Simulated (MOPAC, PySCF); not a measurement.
H4BN, SMILES `BN` (H–B–N–H torsion 180°), neutral singlet in the gas phase. 

Z-matrix (Å, degrees):
```
B
N 1 1.3876
H 2 1.0069 1 123.31
H 2 1.0069 3 113.38 1 180.00
H 1 1.1928 2 119.04 3 179.99
H 1 1.1928 5 121.91 2 180.00
```
Charge 0, multiplicity 1.

All levels are single points at this geometry (B3LYP-D3(BJ)/def2-TZVP); Pople sets use spherical d functions. Orbital energies aren't observables, and empty levels follow the basis.

| level | HOMO (eV) | LUMO (eV) | gap (eV) | dipole (D) | vertical IE, Delta-SCF (eV) |
|---|---|---|---|---|---|
| M06-2X/def2-TZVP in PySCF | -10.05 | 1.10 | 11.15 | 1.84 | 11.39 |
| PBE-D3(BJ)/def2-TZVP in PySCF | -7.32 | -0.75 | 6.58 | 2.07 | 11.22 |
| B3LYP/6-31G* in PySCF | -8.02 | 0.70 | 8.72 | 2.13 | 11.19 |
| BP86/6-31G* in PySCF | -7.01 | -0.22 | 6.78 | 2.25 | – |
| M06-2X/6-31G* in PySCF | -9.72 | 1.94 | 11.66 | 2.05 | – |
| PBE/6-31G* in PySCF | -6.90 | -0.15 | 6.75 | 2.25 | 11.04 |
| AM1 in MOPAC | -10.92 | 2.89 | 13.81 | 1.63 | – |
| PM6 in MOPAC | -10.90 | 1.27 | 12.17 | 2.15 | – |
| PM7 in MOPAC | -11.09 | 0.31 | 11.40 | 2.17 | – |
